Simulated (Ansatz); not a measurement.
Ansatz (a program for electronic structure) input (HF/6-31G* with LANL2DZ past Ar): The .json file joins the Basis Set Exchange's 6-31G* for atoms up to Ar and LANL2DZ past it.

Ansatz 0.2 input:
```yaml
crystal:
  periodic: [false, false, false]
  atoms:
    - {symbol: Te, position_ang: [-0.00000000, -0.00000000, -0.03128805]}
    - {symbol: H, position_ang: [0.00000000, 0.00000000, 1.62697863]}
basis:
  gaussian:
    orbitals: 6-31Gs+LANL2DZ.json
hamiltonian:
  xc: {name: HF}
total_charge: 1
phonons: {temperatures: {t_min: 298.15, t_max: 298.15, t_step: 100}}
```

Which harmonic wavenumbers does it give?

2166 cm⁻¹ (unscaled; negative means imaginary).
